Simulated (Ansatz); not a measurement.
A single point on ClH2O2Sc (`[OH][Sc]([OH])[Cl]`).

```yaml
crystal:
  periodic: [false, false, false]
  atoms:
    - {symbol: O, position_ang: [-1.654334, -0.263761, -0.038100]}
    - {symbol: Sc, position_ang: [0.188818, -0.368196, -0.114748]}
    - {symbol: O, position_ang: [1.225205, 1.109075, 0.281906]}
    - {symbol: Cl, position_ang: [1.209451, -2.369179, -0.713251]}
    - {symbol: H, position_ang: [-2.589613, -0.097532, 0.033300]}
    - {symbol: H, position_ang: [1.662574, 1.925494, 0.504693]}
basis:
  gaussian: {orbitals: def2-QZVPP}
correlation: {method: mp2}
```

```sh
$ ansatz run in.yaml --threads 2 --pin off --events-out ev --progress --plain
```

Output, abridged:

```
Functional definition: HF
2120 factors; integrals over basis functions are off by at most 9.0e-4 eV
mean field evaluation 1: about -37286.4917 eV, gradient 6.3e1 eV
mean field evaluation 2: about -37286.5394 eV, gradient 6.3e1 eV
mean field evaluation 4: about -37293.3810 eV, gradient 2.6e0 eV
mean field evaluation 8: about -37293.4219 eV, gradient 2.3e-1 eV
mean field -37293.42226248 eV, -1370.5079897567 hartree, gradient 2.4e-6 eV, S^2 0.000000; 0 other end points of the search recorded, 0 dependent functions left out
12 core orbitals not correlated: weight in the atoms' cores, before any rotation towards them, 1.000 or more for the frozen orbitals, at most 0.000 for the correlated occupied ones
reference -37293.42226248 eV, -1370.5079897567 hartree; 16, 16 occupied and 309, 309 virtual orbitals, 2120 factors
second order -29.23037348 eV of doubles, -0.00000000 eV of singles
Total energy: -37322.65263596 eV, -1371.5821861689 hartree
```

Run time 11 s (2 threads of a server CPU on a shared host); peak host memory 1.2 GiB.
